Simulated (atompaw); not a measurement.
Which setting gave this result? (zirconium (Zr), PAW (atompaw))

Base potential:

| Item | Value |
| --- | --- |
| Element | zirconium |
| Generator | atompaw 4.2.0.5 |
| Type | PAW |
| Functional | LDA (PW92) |
| Relativity | scalar-relativistic |
| Frozen core | [Ar] 3d10 |
| Valence charge | 12 |
| Reference configuration | 4s2 4p6 4d2 5s2 5p0 |
| Partial waves | 4s (bound): rc 1.55 bohr; 5s (bound): rc 2.05 bohr; 4p (bound): rc 2.05 bohr; 5p (bound, empty): rc 2.05 bohr; 4d (bound): rc 2.05 bohr; 4d channel at 4.6 Ry: rc 2.00 bohr |
| Local potential | bessel scheme, radius 2.00 bohr |
| Core correction | smooth core density matched at 1.55 bohr |
| Augmentation charge | besselshape compensation charge, radius 1.85 bohr; PAW radius 2.05 bohr; waves and projectors: custom polynom vanderbiltortho |

Cutoffs, loose and tight: the cutoffs (Ry, on a coarse ladder) from which the occupation-weighted sum of valence levels, in a spherical-Bessel basis at the reference potential, stays within 10 and 1 mRy of its value at 400 Ry. They see the waves, projectors and local potential, not the compensation charge or the core.

Only the scale of all radii (base = 1) is moved:

```csv
scale of all radii (base = 1),"cutoff, loose","cutoff, tight",bound ghosts
0.76,40 Ry,80 Ry,none
0.85,35 Ry,60 Ry,none
1.02,25 Ry,35 Ry,none
1.1,21 Ry,30 Ry,none
1.2,18 Ry,30 Ry,none
1.29,15 Ry,25 Ry,none
```

Question: One more run gave cutoff, loose: 30 Ry; cutoff, tight: 40 Ry; bound ghosts: none. Which value of the scale of all radii (base = 1) was used?

Answer: 0.94. The loose cutoff moves one way along this sweep, from 40 Ry at 0.76 to 15 Ry at 1.29, which places the run between 0.85 and 1.02.
